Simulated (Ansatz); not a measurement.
Basis-set extrapolation for B2ClF2HOSi (`FB(Cl)B1O[SiH]1F`) (PBE0-D4/def2-TZVP geometry, frozen core, Ansatz 0.2.0). Multiplicity 1, RHF reference.

```json
{"": "HF", "def2-TZVPP": "-1072.474646", "def2-QZVPP": "-1072.511266"}
{"": "MP2 correlation", "def2-TZVPP": "-1.205371", "def2-QZVPP": "-1.312802"}
{"": "CCSD(T) correlation", "def2-TZVPP": "-1.284491", "def2-QZVPP": "not run"}
```

Energies in hartree. Use E(X) = E(∞) + A·exp(−7.88·√X) for Hartree–Fock and E(X) = E(∞) + B·X^(−2.97) for correlation, with X = 3 and 4, and add CCSD(T) minus MP2 of the smaller set to the MP2 limit.

Problem. What is the CCSD(T) energy at the basis-set limit?

Solution. HF limit: -1072.511266 + (-0.036620) × 0.13774 = -1072.51631. MP2 limit: -1.312802 + (-0.107431) × 0.74074 = -1.39238. Higher-order term: -1.284491 − (-1.205371) = -0.07912. Total: -1073.98781 hartree, 143.5 kcal/mol below CCSD(T)/def2-TZVPP.
